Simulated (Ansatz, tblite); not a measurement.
Cost and result up the ladder for Zn6Te6H22 (34 atoms). Total charge 0; singlet. Geometry: PBE-D4/def2-SVP, loosely relaxed.

```xyz
34

Zn    2.200    1.050   -3.538
Zn   -0.605   -3.395    0.013
Zn    1.951    3.281    2.037
Zn   -0.611   -1.923    2.486
Zn   -1.011    0.998   -0.421
Zn   -2.858   -1.761   -0.010
Te    2.438    2.720   -0.943
Te    0.700   -0.982    0.331
Te   -0.854    1.097   -3.037
Te   -2.153   -2.626   -2.554
Te   -0.947    2.952    1.279
Te   -2.665   -0.265    3.190
H     1.837   -0.273   -2.759
H     2.697    2.100   -4.572
H    -0.006   -4.781   -0.331
H     1.866   -3.433   -2.544
H     1.691    1.758    2.362
H     2.377    4.776    2.114
H    -0.130   -3.090    3.409
H     1.083   -0.517    4.252
H    -2.139   -0.211    0.009
H    -1.826   -2.742    1.055
H    -4.391   -1.929    0.264
H     4.111    2.905   -1.108
H     2.215    4.258   -1.582
H     2.346   -0.995    0.687
H     1.979   -2.698   -2.751
H    -2.273    2.012   -3.171
H    -0.478   -2.875   -2.559
H    -1.737   -0.787   -2.889
H     1.235    0.113    3.828
H    -2.076    3.867    0.407
H    -1.876    0.178    4.614
H    -2.087    1.218    2.432
```

Ansatz on 2 threads of AMD EPYC 7R13 on a shared host and a share (18 GiB) of an NVIDIA H100 80GB HBM3; xTB runs through tblite on one thread. Times are rough, summed over both states, and most runs start from the orbitals of an earlier one. PBE0-D4/def2-TZVP serves as the yardstick here, not as an exact answer. The other state is a triplet.

In the def2 sets Te takes a core potential; there is no spin–orbit coupling. The xTB rows come from tblite. Single mean-field runs in def2-TZVP are fitted with def2-universal-jkfit. HOMO above LUMO, or a gap near zero within one spin, warns that the state may not be the lowest or that an electron is smeared out. In the singlet geometry the species has come apart into loosely held pieces. In the singlet, H16 and H27 lie 0.77 Å apart, H20 and H31 lie 0.77 Å apart (atoms count from 1), so H2 has formed as a molecule. In the triplet geometry the species has come apart into loosely held pieces.

xTB has no spin-polarisation term.

```json
{"level": "GFN1-xTB", "functions": "122", "wall time": "0.18 s", "vertical triplet (eV)": "3.99", "difference from PBE0-D4/def2-TZVP (eV)": "0.56", "remarks": "loose geometry (singlet), loose geometry (triplet)"}
{"level": "GFN2-xTB", "functions": "100", "wall time": "0.31 s", "vertical triplet (eV)": "3.54", "difference from PBE0-D4/def2-TZVP (eV)": "0.11", "remarks": "loose geometry (singlet), loose geometry (triplet)"}
{"level": "PBE-D4/def2-TZVP (with forces)", "functions": "720", "wall time": "24 s", "vertical triplet (eV)": "3.17", "difference from PBE0-D4/def2-TZVP (eV)": "-0.26", "remarks": "gap within one spin near zero (triplet), loose geometry (singlet), loose geometry (triplet)"}
{"level": "PBE0-D4/def2-TZVP", "functions": "720", "wall time": "24 s", "vertical triplet (eV)": "3.43", "difference from PBE0-D4/def2-TZVP (eV)": "0.00", "remarks": "loose geometry (singlet), loose geometry (triplet)"}
```
